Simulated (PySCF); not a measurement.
# Molybdenum: highly charged ions in a basis for the neutral atom

Mo¹¹⁺ [Ar] 3d10 4s2 4p1, Mo¹²⁺ [Ar] 3d10 4s2. Calculation: PySCF 2.14, in aug-cc-pVDZ-PP with ECP28MDF (5s5p4d2f, 54 functions); a scalar-relativistic core potential. No spin-orbit coupling, so a gap to NIST mixes the basis error with missing relativistic terms.

Changed run: basis of the neutral atom used for a highly charged ion. This setting is unsound on purpose.

```json
{"species": "Mo¹¹⁺", "method": "UHF", "sound run (hartree)": "not run", "changed run (hartree)": "-29.32650", "converged": "yes"}
{"species": "Mo¹¹⁺", "method": "B3LYP", "sound run (hartree)": "not run", "changed run (hartree)": "-29.45642", "converged": "yes"}
{"species": "Mo¹¹⁺", "method": "BP86", "sound run (hartree)": "not run", "changed run (hartree)": "-29.49074", "converged": "yes"}
{"species": "Mo¹²⁺", "method": "UHF", "sound run (hartree)": "not run", "changed run (hartree)": "-21.01927", "converged": "yes"}
{"species": "Mo¹²⁺", "method": "B3LYP", "sound run (hartree)": "not run", "changed run (hartree)": "-21.11089", "converged": "yes"}
{"species": "Mo¹²⁺", "method": "BP86", "sound run (hartree)": "not run", "changed run (hartree)": "-21.14752", "converged": "yes"}
```

Ionisation energy of Mo¹¹⁺:

```
method  changed run (eV)      NIST (eV)
   UHF            226.05  230.28 ± 0.06
 B3LYP            227.09  230.28 ± 0.06
  BP86            227.03  230.28 ± 0.06
```

The contracted functions were made for the neutral atom and can be too rigid for a highly charged ion.
